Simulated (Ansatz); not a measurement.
Calculated with Ansatz (gas phase, PBE0-D4/def2-TZVP geometries, no zero-point term in ΔE). CCSD(T)/CBS adds triple-zeta CCSD(T) − MP2 to the extrapolated MP2 energy (def2 sets, frozen cores). DFT in def2-TZVPP. B3LYP here is the variant with VWN-RPA as its local correlation; programs differ in this. For Ge outer-core shells are correlated without core-valence functions, which leaves a few kJ/mol of doubt a bond. Scalar relativity is left out up to krypton. Each species was taken in one conformer, which may not be the lowest.

Reaction (substitution at a C–C bond): `C/C=C(\O)F` + `[CH3][GeH2][SH]` → `C[S][GeH2][CH3]` + `C=C(O)F`

`C/C=C(\O)F`:

```xyz
10

C     0.367    0.394   -1.291
C    -0.097   -0.621   -0.303
C    -0.264   -0.372    0.984
O    -0.007    0.782    1.611
F    -0.706   -1.309    1.835
H    -0.343    0.491   -2.118
H     0.481    1.374   -0.827
H     1.331    0.115   -1.727
H    -0.305   -1.633   -0.626
H    -0.457    0.779    2.462
```

`[CH3][GeH2][SH]`:

Cartesian coordinates in Å:
```
C 0.564 0.982 -0.814
Ge -0.142 -0.638 -0.001
S -0.863 -0.029 2.020
H 0.939 0.765 -1.815
H 1.381 1.377 -0.209
H -0.221 1.736 -0.887
H 0.944 -1.721 0.148
H -1.319 -1.215 -0.812
H -1.283 -1.256 2.369
```

`C[S][GeH2][CH3]`:

Cartesian coordinates in Å:
```
C -0.173 1.720 1.154
S 1.192 0.536 1.306
Ge 0.965 -0.536 -0.623
C -0.717 -1.523 -0.689
H -0.137 2.358 2.038
H -0.057 2.346 0.269
H -1.140 1.218 1.129
H 2.174 -1.481 -0.707
H 1.016 0.500 -1.767
H -0.802 -2.056 -1.638
H -0.756 -2.242 0.129
H -1.564 -0.840 -0.600
```

`C=C(O)F`:

```xyz
7

C     0.167    0.934   -0.485
C    -0.021   -0.279    0.001
O    -0.307   -0.588    1.267
F     0.060   -1.372   -0.765
H     0.393    1.061   -1.531
H     0.093    1.789    0.169
H    -0.387   -1.544    1.344
```

| species | B3LYP energy (Eh) |
| --- | --- |
| `C/C=C(\O)F` | -292.50227 |
| `[CH3][GeH2][SH]` | -2517.03730 |
| `C[S][GeH2][CH3]` | -2556.36120 |
| `C=C(O)F` | -253.17099 |

Question: Work out ΔE.

Answer: ΔE = (-2556.36120) + (-253.17099) − (-292.50227) − (-2517.03730) = 0.00738 Eh = +19.4 kJ/mol. CCSD(T)/CBS gives +17.2 kJ/mol.

Largest T1 diagnostic among the species: 0.012.

The D4 term adds −3.2 kJ/mol with B3LYP and −1.8 kJ/mol with PBE0; it sums over pairs of atoms, weighted by their polarisabilities, and B3LYP, whose exchange is more repulsive, gets the larger term. At CCSD(T), def2-SVP lies +14.4 kJ/mol from the extrapolated value and def2-TZVPP +2.3 kJ/mol.
